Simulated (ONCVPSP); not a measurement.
**C: ONCV pseudisation with PBEsol, scalar-relativistic reference atom.**

C, optimised norm-conserving Vanderbilt (ONCV), made with ONCVPSP 4.0.1 (PBEsol, scalar-relativistic). Core [He], reference 2s2 2p2. Waves: 2s: rc 0.95 bohr, ncon 4, nbas 7, qcut 7.9 1/bohr, 2 projectors, debl 4 Ha; 2p: rc 2.50 bohr, ncon 4, nbas 7, qcut 4.3 1/bohr, 3 projectors, debl 2.7 Ha. Local part: polynomial inside 0.75 bohr (lpopt 5, dvloc0 0 Ha). Core correction: none.

All-electron outer shells of the reference configuration (PBEsol, scalar-relativistic, ld1.x):

```
shell  level (eV)  outermost node (bohr)  outermost maximum (bohr)
   1s     -272.04                      –                      0.18
   2s      -13.65                   0.38                      1.22
   2p       -5.23                      –                      1.20
```

(1) Estimate the cutoffs (Ha) at which the residual kinetic energy of the hardest occupied pseudo-wave falls to 1 and 0.1 mHa per electron.

(2) Does the potential have ghost states?

(3) Which valence shell sets the plane-wave cutoff?

(4) Tests: 2s2 2p1; 2s2 2p0; 2s1 2p0; 2s2 2p1.5. Which has the largest error in its energy relative to the reference configuration, and how large is it?

## Answers

(1) 20 Ha and 27 Ha.

(2) No bound ghost flagged; GHOST(+) flags only above 600 eV.

(3) 2s: 20 Ha for 1 mHa per electron, against 8 Ha for 2p.

(4) 2s1 2p0, with +1682 meV (all-electron minus pseudo) on +82.77 eV.
